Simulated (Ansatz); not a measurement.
Cost and result up the ladder for Cu12S (13 atoms). The state is a singlet with charge 0. Geometry: r2SCAN-D4/def2-SVP.

```tsv
atom	x (Å)	y (Å)	z (Å)
S1	-0.662	-0.735	-3.182
Cu2	0.162	-0.218	2.429
Cu3	-1.076	-3.365	0.211
Cu4	-1.660	-1.426	1.341
Cu5	0.252	2.078	1.823
Cu6	0.871	-0.218	-1.497
Cu7	1.719	0.470	0.678
Cu8	-1.093	1.044	-1.923
Cu9	2.312	2.746	1.026
Cu10	-0.763	0.515	0.356
Cu11	0.575	-1.613	0.479
Cu12	0.609	2.187	-0.592
Cu13	-1.245	-1.464	-1.149
```

Ansatz on 2 threads of AMD EPYC 7R13 on a shared host and a share (18 GiB) of an NVIDIA H100 80GB HBM3. Times are rough, and most runs start from the orbitals of an earlier one. No level here is sound enough to serve as a yardstick. Binding counts from free atoms at the same level (S triplet, Cu doublet; other spins of the atoms weren't run), without zero-point energy or a counterpoise term.

B3LYP takes the VWN-RPA correlation. Correlated methods freeze 113 core orbitals. The rows differ in basis, and correlated rows in double-zeta sets carry the largest basis error. Single mean-field runs in def2-TZVP are fitted with def2-universal-jkfit. No other spin state of charge 0 was run. Another isomer (singlet) lies 0.25 eV lower at PBE0-D4/def2-TZVP; other spin states weren't run for this one.

Run but left out: MP2/def2-SVP (restricted singlet, unstable towards broken spin symmetry).

Correlated methods converge slowly with the basis, most of all in double-zeta sets.

```tsv
level	functions	wall time	binding energy per atom (eV)	remarks
r2SCAN-D4/def2-TZVP	577	7.5 s	2.54	restricted SCF unstable in HF
B3LYP-D4/def2-TZVP	577	8 s	2.05	restricted SCF unstable in HF
PBE-D4/def2-TZVP (with forces)	577	9 s	2.49	restricted SCF unstable in HF
PBE-D4/def2-SVP	390	9 s	3.12	–
PBE0-D4/def2-SVP	390	9 s	2.61	restricted SCF unstable in HF
RPA@PBE/def2-SVP	390	11 s	2.01	–
PBE0-D4/def2-TZVP	577	14 s	2.14	restricted SCF unstable in HF
```
